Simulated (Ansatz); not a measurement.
Reaction (formal exchange of groups at the Al–S bond): `[SiH3][S][AlH][SH]` + `B[Se]C` → `B[Se][CH2][AlH][SH]` + `[SiH3]S`

Gas-phase electronic energies from Ansatz, PBE0-D4/def2-TZVP geometries. CCSD(T)/CBS adds triple-zeta CCSD(T) − MP2 to the extrapolated MP2 energy (def2 sets, frozen cores). For Se outer-core shells are correlated without core-valence functions, which leaves a few kJ/mol of doubt a bond. Scalar relativity is left out up to krypton. Each species was taken in one conformer, which may not be the lowest.

```csv
species,CCSD/def2-TZVPP energy (Eh)
`[SiH3][S][AlH][SH]`,-1329.60247
`B[Se]C`,-2465.92840
`B[Se][CH2][AlH][SH]`,-3106.29889
`[SiH3]S`,-689.19185
```

Q: Work out ΔE.

A: ΔE = (-3106.29889) + (-689.19185) − (-1329.60247) − (-2465.92840) = 0.04013 Eh = +25.2 kcal/mol. CCSD(T)/CBS gives +24.9 kcal/mol.

Largest T1 diagnostic among the species: 0.014.

In def2-TZVPP, CCSD(T) changes the Hartree–Fock value by −5.1 kcal/mol (the triples alone add −0.5 kcal/mol) and MP2 by −4.2 kcal/mol. The D4 term adds −0.8 kcal/mol with B3LYP and −0.4 kcal/mol with PBE0; it sums over pairs of atoms, weighted by their polarisabilities, and B3LYP, whose exchange is more repulsive, gets the larger term.

B3LYP here is the variant with VWN-RPA as its local correlation; programs differ in this.
